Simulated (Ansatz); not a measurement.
Breaking the N6–H7 bond in CH5NSn (SMILES [CH3][Sn][NH2]) (multiplicity 1 held, fragments rigid). Energies count from the point at 1.010 Å.
Geometry at that point (charge 0, multiplicity 1):
| atom | x (Å) | y (Å) | z (Å) |
|---|---|---|---|
| Sn | -0.2102 | -0.0043 | 0.3548 |
| C | 0.8446 | 1.5217 | -0.8580 |
| H | 0.7941 | 2.5095 | -0.3996 |
| H | 0.3965 | 1.5726 | -1.8532 |
| H | 1.8943 | 1.2393 | -0.9698 |
| N | 0.2348 | -1.4886 | -0.9598 |
| H | 0.7643 | -1.3663 | -1.8114 |
| H | -0.0494 | -2.4493 | -0.8404 |

R- and RO- levels are restricted; in cc, def2 and unpolarised 6-31G sets they are followed outwards from rest. U- levels take the lowest unrestricted solution at each point, which mixes spins at long bonds. Active spaces are followed from a long bond inwards. Levels need not reach the same state.

Frozen-core correlation. Filled d and f shells under p-block atoms count as core.

Programs: Ansatz (Gaussian orbitals). Each number belongs to the level named beside it. In def2 rows elements past Kr take small-core potentials, without spin–orbit coupling.

Energies in kcal/mol.

```csv
R (Å),U-HF/def2-SVP,R-SCS-MP2/def2-SVP,R-CCSD/def2-SVP,"CASSCF(2,2)/def2-SVP","FIC-MRCISD on CASSCF(2,2)/def2-SVP","FIC-MRCISD+Q on CASSCF(2,2)/def2-SVP"
0.808,34.4,37.6,37.4,37.7,37.2,37.5
0.909,6.3,7.9,7.8,8.1,7.7,7.9
1.010,0.0,0.0,0.0,0.0,0.0,0.0
1.111,5.4,3.8,3.9,3.4,3.9,3.8
1.212,16.9,13.6,13.7,12.6,13.6,13.4
1.364,38.9,33.0,32.8,30.5,32.5,(withheld)
1.515,61.9,53.3,52.5,48.6,51.7,51.4
1.768,83.3,83.3,80.5,73.5,78.4,78.1
2.020,90.9,106.0,100.4,90.1,96.4,96.1
2.324,94.0,124.5,115.4,101.2,108.5,(withheld)
2.728,94.4,137.3,125.6,107.4,115.2,(withheld)
3.233,94.3,140.1,130.9,109.5,118.2,118.3
```

**Question.** Complete the blanks.

**Answer.** 
- 1.364, FIC-MRCISD+Q on CASSCF(2,2)/def2-SVP: 32.2
- 2.324, FIC-MRCISD+Q on CASSCF(2,2)/def2-SVP: 108.1
- 2.728, FIC-MRCISD+Q on CASSCF(2,2)/def2-SVP: 114.8

Doubts at one or more of the structures used: a spin-contaminated determinant (U-HF/def2-SVP); a restricted determinant that unrestricted orbitals would lower (R-SCS-MP2/def2-SVP, R-CCSD/def2-SVP); other coupled-cluster roots lie near (R-CCSD/def2-SVP); T1 above 0.05 (R-CCSD/def2-SVP).

Ansatz is an electronic-structure program.
